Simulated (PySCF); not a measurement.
**ReS: one state, many levels of theory**

State: ⁶Σ⁺ (sextet), unpaired electrons σ ↑, π ↑↑, δ ↑↑. Set-up: Re def2-TZVPP with ECP60, S def2-TZVPP; scalar-relativistic core potentials (PySCF 2.14). De refers to Re (5d5 6s2) + S in their high-spin ground configurations, without counterpoise correction. The functionals are run spin-unrestricted. A positive dipole means Re(−)S(+).

```json
{"Level": "ROHF", "Re (Å)": "2.154", "ωe (cm⁻¹)": "501", "De (eV)": "n/a", "μ (D)": "-6.25", "CPU s a point (SCF and correlation, without the integrals)": "1.5"}
{"Level": "ROHF-MP2", "Re (Å)": "2.099", "ωe (cm⁻¹)": "548", "De (eV)": "n/a", "μ (D)": "n/a", "CPU s a point (SCF and correlation, without the integrals)": "3.2"}
{"Level": "ROHF-SCS-MP2", "Re (Å)": "2.111", "ωe (cm⁻¹)": "536", "De (eV)": "n/a", "μ (D)": "n/a", "CPU s a point (SCF and correlation, without the integrals)": "n/a"}
{"Level": "ROHF-CCSD", "Re (Å)": "2.134", "ωe (cm⁻¹)": "512", "De (eV)": "3.12", "μ (D)": "n/a", "CPU s a point (SCF and correlation, without the integrals)": "n/a"}
{"Level": "ROHF-CCSD(T)", "Re (Å)": "2.139", "ωe (cm⁻¹)": "506", "De (eV)": "3.44", "μ (D)": "n/a", "CPU s a point (SCF and correlation, without the integrals)": "230"}
{"Level": "PBE", "Re (Å)": "2.136", "ωe (cm⁻¹)": "502", "De (eV)": "4.45", "μ (D)": "-3.44", "CPU s a point (SCF and correlation, without the integrals)": "2.2"}
{"Level": "revPBE", "Re (Å)": "2.142", "ωe (cm⁻¹)": "497", "De (eV)": "4.26", "μ (D)": "-3.50", "CPU s a point (SCF and correlation, without the integrals)": "1.4"}
{"Level": "PW91", "Re (Å)": "2.136", "ωe (cm⁻¹)": "501", "De (eV)": "4.48", "μ (D)": "-3.43", "CPU s a point (SCF and correlation, without the integrals)": "1.4"}
{"Level": "r²SCAN", "Re (Å)": "2.129", "ωe (cm⁻¹)": "513", "De (eV)": "4.33", "μ (D)": "-3.83", "CPU s a point (SCF and correlation, without the integrals)": "4.2"}
{"Level": "TPSSh", "Re (Å)": "2.135", "ωe (cm⁻¹)": "508", "De (eV)": "4.15", "μ (D)": "-3.92", "CPU s a point (SCF and correlation, without the integrals)": "4.4"}
{"Level": "PBE0", "Re (Å)": "2.123", "ωe (cm⁻¹)": "519", "De (eV)": "4.00", "μ (D)": "-4.05", "CPU s a point (SCF and correlation, without the integrals)": "4.3"}
{"Level": "MN15", "Re (Å)": "2.106", "ωe (cm⁻¹)": "535", "De (eV)": "3.85", "μ (D)": "-3.82", "CPU s a point (SCF and correlation, without the integrals)": "5"}
{"Level": "ωB97X", "Re (Å)": "2.123", "ωe (cm⁻¹)": "518", "De (eV)": "3.07", "μ (D)": "-4.62", "CPU s a point (SCF and correlation, without the integrals)": "5.3"}
```

The bond length runs from 2.099 Å (ROHF-MP2) to 2.154 Å (ROHF). De spans 3.07 eV (ωB97X, range-separated hybrid) to 4.48 eV (PW91, GGA).

Correlated steps freeze 5 core orbitals. The metal atom is held in its measured ground configuration; semilocal functionals can put another filling of s and d lower by some tenths of an eV, and De to that atom would be smaller. Spin–orbit coupling is left out, which matters for elements this heavy, above all for dissociation energies. The CCSD T1 diagnostic is raised, a sign that a single reference may not be enough here. With d or f electrons several states lie close, and the lowest PBE0 determinant need not be the measured ground state.

The whole job (state search and all levels along the bond) took about 23 min on 2 threads of Arm Neoverse V1 (shared host), peak memory 4.1 GiB.
